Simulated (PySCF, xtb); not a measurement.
CH₅AlF₂O₂Si, SMILES [OH][Al]([OH])[CH2][SiH](F)F. One conformer was computed; it need not be the lowest.

Harmonic wavenumbers (cm⁻¹) from GFN2-xTB (xtb 6.7.1) at its own minimum, in rising order: 36, 72, 95, 128, 151, 197, 211, 253, 287, 301, 353, 392, 398, 567, 570, 634, 644, 729, 782, 804, 864, 919, 987, 989, 1415, 2416, 3001, 3011, 3798, 3801.

What does PBE-D3(BJ)/def2-SVP (PySCF) give at its own minimum? (The exact figures need the calculation; the answer reports its results.)

47, 112, 149, 154, 162, 203, 228, 254, 273, 294, 378, 508, 570, 581, 596, 688, 700, 762, 789, 823, 849, 860, 908, 948, 1301, 2240, 3031, 3108, 3834, 3837. Paired by order, the mean absolute difference is 46 cm⁻¹ and the zero-point energies are 41.2 and 41.7 kcal/mol.
